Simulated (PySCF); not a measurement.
# Exercise with solution: oscillator strength and radiative lifetime

C2H6AlFO2, SMILES [OH][Al]([O]CC)[F].

Coordinates come from a PBE-D3(BJ)/def2-SVP optimisation. The structure was generated by enumeration; whether it is a known compound was not checked. Other conformers were not sampled.

TDA-CAM-B3LYP/def2-SVPD in PySCF puts the first singlet state with f over 0.02 at 7.42 eV (vertical), with the transition dipole (-0.334, -0.199, 0.480) in atomic units.

Task: Find the oscillator strength, the wavelength and the radiative lifetime that this transition would have in vacuum if emission retraced absorption.

Result: 
|μ|² = 0.3816 au, so |μ| = 1.57 D. ΔE = 7.42/27.211 = 0.2727 hartree. f = (2/3) ΔE |μ|² = 0.069 (the program prints 0.069).
λ = 1239.84/7.42 = 167 nm; ν = 59846 cm⁻¹.
Einstein's coefficient A = 0.6670 ν² f s⁻¹ (ν in cm⁻¹) = 1.7e8 s⁻¹, so τ = 1/A = 6.0 ns. This state is S3; the lower singlets have f = 0.008, 0.020. The figure is the radiative limit of this one transition; relaxation, internal conversion, crossing to triplets and a medium change what is measured.
